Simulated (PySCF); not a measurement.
This PySCF input asks for the NMR shieldings of `InChI=1S/C5H8N2O2S/c1-4-5(7-3-6-4)10(2,8)9/h3H,1-2H3,(H,6,7)`; the geometry comes from GFN2-xTB.

```python
import basis_set_exchange as bse
import numpy as np
from pyscf import gto, dft
from pyscf.prop import nmr

atoms = """
C    -1.565720   -1.595670    0.328189
C    -1.322908   -0.160094    0.044466
N    -2.270461    0.802803    0.197683
C    -1.715251    1.933349   -0.149896
N    -0.428927    1.765755   -0.518436
C    -0.163297    0.426663   -0.403816
S     1.454695   -0.150262   -0.809085
C     2.234506   -0.464029    0.797785
O     1.369198   -1.393866   -1.519844
O     2.121684    0.963775   -1.434170
H    -0.840710   -2.201961   -0.208827
H    -2.573139   -1.861643    0.019614
H    -1.481119   -1.791845    1.396827
H    -2.214381    2.881293   -0.143041
H     0.238806    2.428031   -0.882329
H     1.633547   -1.194422    1.322692
H     3.227944   -0.852497    0.610527
H     2.286774    0.470937    1.340006
"""
names = dict.fromkeys(["C", "N", "S", "O", "H"], "pcSseg-1")
basis = {el: gto.basis.parse(bse.get_basis(n, elements=[el], fmt="nwchem")) for el, n in names.items()}
mol = gto.M(atom=atoms, basis=basis, charge=0, verbose=0)
mf = dft.RKS(mol, xc="PBE0")
mf.grids.level = 2
mf.grids.alignment = dft.numint.BLKSIZE   # the property module wants whole blocks of grid points
mf.conv_tol = 1e-9
mf.kernel()

calc = nmr.RKS(mf)   # GIAO
C = mf.mo_coeff
Co = C[:, mf.mo_occ > 0]
resp = mf.gen_response(singlet=True, hermi=2)
def vind(x):   # induced exchange potential for any number of trial vectors
    d = np.einsum("pi,xij,qj->xpq", C, 2 * x.reshape(-1, C.shape[1], Co.shape[1]), Co, optimize=True)
    return np.einsum("xpq,pi,qj->xij", resp(d - d.transpose(0, 2, 1)), C, Co, optimize=True).ravel()
mo1, _ = nmr.rhf.solve_mo1(calc, with_cphf=vind)
sigma = calc.kernel(mo1)
for i, s in enumerate(sigma):   # ppm
    w = np.linalg.eigvalsh((s + s.T) / 2)
    print("%2d %-2s iso %8.1f  s11 %8.1f  s22 %8.1f  s33 %8.1f" % (i, mol.atom_pure_symbol(i), w.mean(), *w))
```

Q: What are the results?

A: 
```
 0 C  iso    172.4  s11    159.8  s22    168.6  s33    188.6
 1 C  iso     40.1  s11    -23.3  s22     13.0  s33    130.5
 2 N  iso    -45.0  s11   -244.2  s22   -105.0  s33    214.2
 3 C  iso     50.0  s11    -21.5  s22     49.7  s33    121.9
 4 N  iso     81.8  s11    -15.1  s22    102.4  s33    158.2
 5 C  iso     55.4  s11     -1.9  s22     57.3  s33    110.8
 6 S  iso    225.6  s11     59.9  s22    217.8  s33    399.1
 7 C  iso    135.4  s11    108.4  s22    112.5  s33    185.2
 8 O  iso    117.4  s11     63.7  s22    114.9  s33    173.6
 9 O  iso    130.9  s11     83.5  s22    109.7  s33    199.5
10 H  iso     28.8  s11     22.8  s22     29.9  s33     33.7
11 H  iso     29.1  s11     24.1  s22     27.2  s33     35.8
12 H  iso     29.4  s11     26.0  s22     26.6  s33     35.6
13 H  iso     24.3  s11     20.4  s22     24.8  s33     27.9
14 H  iso     23.0  s11     16.9  s22     25.1  s33     27.0
15 H  iso     28.9  s11     25.4  s22     28.8  s33     32.6
16 H  iso     28.7  s11     25.7  s22     26.4  s33     33.8
17 H  iso     29.2  s11     26.1  s22     28.0  s33     33.5
```

These numbers come from an equivalent density-fitted implementation of the same equations, which agrees with the script to about 0.01 ppm for H and up to a few tenths of a ppm for heavy atoms, so last digits may differ.

Q: Turn these shieldings into chemical shifts. Chemical shifts δ = σref − σ; TMS for $^{13}$C (σref 186.93), $^{1}$H (σref 31.72); NH3 for $^{15}$N (σref 267.73); $^{33}$S (σref 503.73) against CS2; $^{17}$O (σref 336.08) vs H2O, all at this level.

A: Averaging equivalent atoms: C 1: 146.9; C 3: 136.9; C 5: 131.5; C 7: 51.6; C 0: 14.6; N 2: 312.7; N 4: 185.9; S 6: 278; O 8/9: 211.9; H 14: 8.74; H 13: 7.38; H 15/16/17: 2.79; H 10/11/12: 2.62 ppm. Experimental scales use liquid or dissolved standards, which lie at an offset from isolated NH3 (liquid NH3: subtract about 20 ppm) and H2O (liquid H2O: subtract about 36 ppm). Unscaled 15N shifts of sp2 nitrogen come out 20 to 40 ppm too high even then.

Size and cost of the density-fitted run: 217 basis functions, 41 s wall time on 1 thread of an Arm Neoverse V2, shared host.
